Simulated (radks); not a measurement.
Values are calculated unless marked as measured or tabulated.
All-electron atom: Sc XX in 1s1 6p1 (not the ground configuration).

Level of theory: scalar-relativistic Kohn-Sham, r2SCAN, spin-unpolarised, spherical densities, finite nucleus; meta-GGA in the generalised Kohn-Sham scheme; Fermi nuclear charge, rms radius 3.5459 fm (a radial shooting solver on a logarithmic mesh with Libxc functionals).

Energy parts (eV):
| part | energy |
|---|---|
| total | -6150.091 |
| kinetic | 6221.041 |
| electron-nucleus | -12423.535 |
| Hartree | 199.087 |
| exchange-correlation | -146.684 |

Orbitals (lengths in bohr, moments of r in powers of bohr):
orbital  occ.  eigenvalue (eV)     <r^2>
1s          1        -5853.192  0.006774
6p          1        -148.0255     7.833

The highest occupied level is 6p at -148.03 eV. The density falls to 0.001 e/bohr^3 at r = 3.79 bohr. Summed over all electrons, <r^2> = 7.840 bohr^2, which gives a Langevin (diamagnetic) susceptibility term of -6.21 x 10^-6 cm^3/mol.
